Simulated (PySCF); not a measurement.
Harmonic spectrum computed at PBE0 in the def2-TZVP basis family (core potentials from Rb on, PySCF, no spin–orbit coupling):

```
symmetry  ω (cm⁻¹)  IR (km/mol, summed over degenerate members)
       π        82                                         23.2
      σ+       333                                         45.1
      σ+       779                                          9.0
```

**Question.** Which molecule gave it? In each, all ligands are bound to the one heavy central atom.
A. ClTaN (doublet)
B. ClRuN (singlet)
C. ClSnN (singlet)
D. ClWN (triplet)
E. ClPbN (singlet)

**Answer.** E. It has C∞v symmetry with Pb–Cl 2.389 Å, Pb–N 1.881 Å.
